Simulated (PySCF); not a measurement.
A species of formula C5H9OP has this rotational fingerprint, computed with PBE0-D3(BJ)/def2-SVP geometry optimisation, gas phase in PySCF 2.14.0:

* Rotational constants: A = 3578, B = 1413, C = 1142 MHz
* Dipole components: |μa| = 3.15 D, |μb| = 3.33 D, |μc| = 0.08 D
* Inertial defect: -56.27 u·Å²
* κ: -0.78

Task: Which candidate fits, each taken in the one conformer that was computed?
A. `[CH3:1]/[CH:2]=[CH:3]/[P:4]=[CH:5]\[O:6][CH3:7]` with C2–C3–P4–C5 180°, P4–C5–O6–C7 179°
B. `[CH2:1]=[CH:2][C@@H:3]1[CH2:4][CH2:5][P@H:6]1=[O:7]` with C1–C2–C3–C4 132°, C2–C3–C4–C5 -150°, C3–C4–C5–P6 25°, C4–C5–P6–O7 -148°, C2–C3–P6–C5 145°
C. `[CH2:1]=[CH:2][P@@H:3](=[O:4])/[CH:5]=[CH:6]\[CH3:7]` with C1–C2–P3–O4 1°, C2–P3–C5–C6 73°

Result: C. It is C=C[P@@H](=O)/C=C\C, an asymmetric top, point group C1. The candidates at the same level (rigid rotor, commonest isotopes):

```
              SMILES  A (MHz)  B (MHz)  C (MHz)  μa (D)  μb (D)  μc (D)  Δ (u·Å²)  point group                        rotor
 C=C[P@@H](=O)/C=C\C     3578     1413     1142    3.15    3.33    0.08    -56.27           C1               asymmetric top
        C/C=C/P=C\OC     4392    973.7    805.1    1.73    1.63    0.00     -6.41           Cs  near-prolate asymmetric top
C=C[C@@H]1CC[P@H]1=O     3120     1988     1317    1.29    3.79    0.79    -32.43           C1               asymmetric top
```

`C/C=C/P=C\OC` has B 31 % too low; `C=C[C@@H]1CC[P@H]1=O` has B 41 % too high. No structure here is proved a minimum.
